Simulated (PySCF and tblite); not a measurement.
Values are calculated unless marked as measured or tabulated.
C5H10OS, numbered as in [O:1]=[S:2]1[CH2:3][CH2:4][CH2:5][CH2:6][CH2:7]1. The same 3 conformers on PBE0-D3(BJ)/def2-SVP geometries, with only the basis set of the single-point energies changed (functional PBE0, solvent none (gas phase), D3(BJ) where defined; PySCF).

The 6-ring runs over atoms 2–3–4–5–6–7. Of a mirror pair one member is shown.

```tsv
conformer	shape	symmetry	dipole D
1	6-ring chair (O1 axial)	Cs	3.84
2	6-ring chair (all substituents equatorial)	Cs	4.62
3	6-ring twist-boat (ring torsions -68, 37, 34, -74, 38, 26°)	C1 (pair)	4.25
```

Energies (kcal/mol) above conformer 1 and its weight at 298.15 K (thermal terms from GFN2-xTB):

```csv
basis set,E(2) − E(1),E(3) − E(1),weight of 1 (%)
def2-TZVP,0.76,5.22,72
6-31G*,1.44,6.03,89
def2-SVP,2.48,6.51,98
pcseg-1,2.02,6.19,96
6-311G**,?,?,?
def2-SVPD,1.37,5.22,88
```

Q: What does 6-311G** give?

A: E(2) − E(1) = 2.09 kcal/mol, E(3) − E(1) = 6.11 kcal/mol, weight of conformer 1 96 %.

Q: How much does the choice of basis set matter?

A: The widest range is that of E(2) − E(1), which runs from 0.76 (def2-TZVP) to 2.48 kcal/mol (def2-SVP), a spread of 1.72, against RT = 0.59.
